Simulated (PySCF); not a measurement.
BH2, charge +1, multiplicity 1. Atoms are numbered in the order given.

```xyz
3

B      0.0000     0.0000     0.0000
H      0.0000     0.0000    -1.1743
H      0.0000     0.0000     1.1743
```
Charge +1, spin multiplicity 1.

Coordinates come from a B3LYP-D3(BJ)/def2-TZVPD optimisation. The multiplicity is an assumed one; other spin states were not compared. The isomer is the one that the SMILES or the coordinates give; other isomers of the formula were not compared.

Calculation: HF/def2-TZVPD (PySCF).

ESP charges are fitted to the potential on shells at 1.4 to 2.0 van der Waals radii. Atomic charges (e):

```json
[
 {"atom": "B1", "ESP fit": "0.83", "meta-Löwdin": "___"},
 {"atom": "H2", "ESP fit": "0.09", "meta-Löwdin": "___"},
 {"atom": "H3", "ESP fit": "0.09", "meta-Löwdin": "___"}
]
```

Task: Some entries are withheld; supply them. (Estimate from the structure and the level; the computed values follow.)

Result: 
- B1, meta-Löwdin: 0.71
- H2, meta-Löwdin: 0.15
- H3, meta-Löwdin: 0.15
